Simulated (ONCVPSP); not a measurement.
**Potentials for C (Z = 6) compared**

Generated with ld1.x 7.5 (TM, RRKJ, ultrasoft, PAW), atompaw 4.2 or ONCVPSP 4.0.1. The cutoff is in Ry: for ld1.x and atompaw files where the sum of valence levels is converged to 10 mRy in a Bessel basis, for ONCV files where the hardest occupied wave has 1 mHa per electron of residual kinetic energy. The error is the largest all-electron minus pseudo excitation energy over each file’s own four to seven test configurations (ionisations up to +4, promotions, holes and added fractions of an electron), all of which were solved. The labels leave out finer settings (local radius, basis sizes, second energies), which also bear on the numbers. Spin-polarised tests are not counted. The rows are a selection from randomly drawn settings: files with unsolved tests, undetermined cutoffs or missed reference levels are left out.

A true bound ghost makes a file unfit for plane-wave use even where its test errors are small: the radial tests pick states by their node count and pass the ghost by.

```csv
potential,cutoff (Ry),largest error (meV),bound ghosts
"ONCV, PBEsol, scalar-relativistic, rc 0.68/2.90/2.28 (spd), local smoothed, core correction no, reference 1s2 2s2 2p1, qcut 21/5.2/5.6, projectors 2/3/2",304,+844,none
"ONCV, PBE, scalar-relativistic, rc 0.85/2.95 (sp), local smoothed, core correction no, reference 2s2 2p2, qcut 6.7/5.6, projectors 2/3",40,+1826,none
"ONCV, PBEsol, scalar-relativistic, rc 0.95/1.85 (sp), local smoothed, core correction yes, reference 2s2 2p1.5, qcut 8.2/9, projectors 2/1",42,+102,none
"ONCV, LDA (Perdew-Wang 92), scalar-relativistic, rc 1.15/1.45 (sp), local smoothed, core correction yes, reference 2s1 2p3, qcut 6.1/4.7, projectors 2/1",129,+354,none
"ONCV, LDA (Perdew-Zunger), scalar-relativistic, rc 1.15/1.15/1.40 (spd), local p, core correction no, reference 2s2 2p2, qcut 5.4/7.7/6.4, projectors 1/0/2",58,+343,none
"ONCV, PBE, scalar-relativistic, rc 1.20/1.55/1.20 (spd), local d, core correction yes, reference 2s2 2p2, qcut 6.4/5.9/8.3, projectors 2/3/0",57,+343,p
"ONCV, PBE, fully relativistic, rc 1.15/2.45 (sp), local smoothed, core correction yes, reference 2s1 2p3, qcut 6.6/5, projectors 2/2",36,+988,none
```

**Question.** Fill in the row for C: ONCV, PBE, non-relativistic, rc 1.35/1.65/1.55 (spd), local smoothed, core correction no, reference 2s1.5 2p2.5, qcut 6.2/7/7.1, projectors 2/2/2.

**Answer.** cutoff 34 Ry, largest error +280 meV, bound ghosts: none.

**Question.** Fill in the row for C: ONCV, PBEsol, scalar-relativistic, rc 1.00/2.35/2.00 (spd), local smoothed, core correction yes, reference 2s2 2p2, qcut 7/6.7/5.7, projectors 2/2/3.

**Answer.** cutoff 39 Ry, largest error +822 meV, bound ghosts: none.
